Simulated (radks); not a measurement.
Values are calculated unless marked as measured or tabulated.
Effect of the nuclear size on the palladium ion Pd+, [Kr] 4d9. Level of theory: Dirac Kohn-Sham, PBE, spin-unpolarised, spherical densities, finite nucleus; open shells are shared between the two j in proportion to 2j + 1; Fermi nuclear charge, rms radius 4.5318 fm (a radial shooting solver on a logarithmic mesh with Libxc functionals). The rms radius is varied about that value; shifts are against it.

rms radius (fm)	total energy shift (eV)	density at nucleus (e/bohr^3)	1s1/2 shift (meV)	2s1/2 shift (meV)	4s1/2 shift (meV)	5s1/2 (empty) shift (meV)
3.7387	-0.804	1.362e+05	-339	-37.6	-1.31	-0.123
4.2508	-0.300	1.339e+05	-126	-14.0	-0.487	-0.046
4.5318	0	1.328e+05	0.000	0.000	0.000	0.000
4.7629	0.259	1.319e+05	109	12.1	0.421	0.040
5.1391	0.706	1.307e+05	297	33.0	1.15	0.108

Slopes of the eigenvalues against <r^2> in GHz/fm^2, as finite differences over the two radii next to the reference (eigenvalue slopes, not the field-shift constants of lines): 1s1/2 12300, 2s1/2 1370, 4s1/2 47.6, 5s1/2 (empty) 4.50.
